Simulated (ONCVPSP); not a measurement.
Si: one change to an ONCV potential, before and after

Si, optimised norm-conserving Vanderbilt (ONCV), made with ONCVPSP 4.0.1 (LDA (Perdew-Wang 92), scalar-relativistic). Core [Ne], reference 3s2 3p2. Waves: 3s: rc 1.45 bohr, ncon 4, nbas 7, qcut 5 1/bohr, 2 projectors, debl 2.2 Ha; 3p: rc 1.70 bohr, ncon 4, nbas 8, qcut 5.4 1/bohr, 2 projectors, debl 3.7 Ha; d scattering state at 0.12 Ha: rc 1.40 bohr, ncon 5, nbas 8, qcut 6.9 1/bohr, 2 projectors, debl 3.1 Ha. Local part: polynomial inside 1.05 bohr (lpopt 5, dvloc0 0 Ha). Core correction: Teter function, fcfact 1.75, rcfact 1.15.

Change: core correction Teter function, fcfact 5, rcfact 1.15.

Cutoffs: the cutoffs (Ha) at which the residual kinetic energy of the hardest occupied pseudo-wave falls to 1 and 0.1 mHa per electron; they do not see the model core or the augmentation charge, which bear on the density cutoff. Errors are all-electron minus pseudo energies relative to the spin-unpolarised reference configuration.

Question: What does the change do?

Answer: The potential gets neither clearly harder nor softer (7.9 Ha and 51 Ha → 7.9 Ha and 51 Ha); both files keep a bound ghost (s); of the 4 tests that both files solve, the error grows in 0 and shrinks in 3 by more than 15 % and 0.3 meV (median size 13.3 → 10.8 meV). A model core, the more so a compact one, raises the density cutoff, which this test does not measure.

| quantity | base | changed |
| --- | --- | --- |
| cutoff, loose | 7.9 Ha | 7.9 Ha |
| cutoff, tight | 51 Ha | 51 Ha |
| bound ghosts | s | s |
| GHOST(+) flags under 300 eV | none | none |
| error for 3s2 3p1, meV [ΔE 7.82 eV] | +2.2 | +1.9 |
| error for 3s2 3p0, meV [ΔE 23.93 eV] | +24 | +20 |
| error for 3s1 3p0, meV [ΔE 58.07 eV] | +164 | +115 |
| error for 3s1 3p3, meV [ΔE 6.81 eV] | +2.1 | +0.6 |
| s: phases at 1.47 bohr within 0.05 rad from the reference energy up to (Ha; the scan ends near 5) | to the end of the scan | to the end of the scan |
| p: phases at 1.73 bohr within 0.05 rad from the reference energy up to (Ha; the scan ends near 5) | 4.9 | 4.9 |
| d: phases at 1.43 bohr within 0.05 rad from the reference energy up to (Ha; the scan ends near 5) | to the end of the scan | to the end of the scan |
| rms error of d²Exc/dni dnj with the model core, mHa | 2.62 | 1.74 |

Base: The cutoffs count occupied waves only; projector 2 of the p channel, the hardest unoccupied one, needs 39 Ha at the loose tolerance. Changed file: The cutoffs count occupied waves only; projector 2 of the p channel, the hardest unoccupied one, needs 39 Ha at the loose tolerance. A true bound ghost makes a file unfit for plane-wave use even where its test errors are small: the radial tests pick states by their node count and pass the ghost by.
